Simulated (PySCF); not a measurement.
**Ga (gallium, neutral) across methods**

[Ar] 3d10 4s1 4p2, high-spin 4P determinant (an excited configuration). Computed with PySCF 2.14 in dyall-av2z, with the non-relativistic Hamiltonian (point nucleus).

```csv
method,E (hartree),mean ε 3d β (eV),mean ε 4s α (eV),mean ε 4p α (eV),Σ⟨r²⟩ (bohr²),⟨S²⟩
PBE,-1924.371,-20.901,-10.405,-3.925,42.76,3.751
r2SCAN,-1924.653,-21.334,-10.895,-4.192,42.10,3.753
wB97X-V,-1924.477,-26.696,-14.287,-6.779,42.59,3.751
UHF,-1923.12650,-33.668,-15.302,-7.220,43.00,3.752
HSE06,-1924.408,-23.839,-11.365,-4.438,42.56,3.751
LDA,-1921.642,-21.270,-10.601,-3.985,42.67,3.751
BP86,-1924.925,-21.083,-10.546,-4.028,42.69,3.752
PBE0,-1924.412,-24.270,-11.763,-4.834,42.47,3.751
```

Question: Estimate the same row for B97-3.

Answer: E (hartree) = -1924.483; mean ε 3d β (eV) = -24.650; mean ε 4s α (eV) = -11.678; mean ε 4p α (eV) = -4.782; Σ⟨r²⟩ (bohr²) = 42.82; ⟨S²⟩ = 3.751.
